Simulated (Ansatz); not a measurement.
C3H7Al (`C=[CH][AlH][CH3]`). Charge 0, multiplicity 1.

Z-matrix (Å, degrees):
```
C
Al 1 1.954
H 1 1.092 2 112.4
H 1 1.095 2 111.3 3 -120.9
H 1 1.095 2 111.2 3 120.7
C 2 1.945 1 118.6 3 179.2
H 2 1.592 1 121.6 3 -0.8
C 6 1.336 2 120.8 1 -0.1
H 6 1.091 2 122.8 1 179.9
H 8 1.089 6 121.8 2 -0.0
H 8 1.089 6 123.1 2 180.0
```

(1) Give the diagnostics of a CCSD(T)/def2-TZVPP run (frozen core, the Gaussian-basis code of Ansatz). (An estimate is asked.)

## Answers

(1) Computed: T1 = 0.0105, largest single amplitude 0.018, largest double 0.077, (T) share of the correlation energy 4.0 %, 9 CCSD cycles. The RHF solution is stable towards an unrestricted one. T1 lies under the customary mark of 0.02 for closed shells.
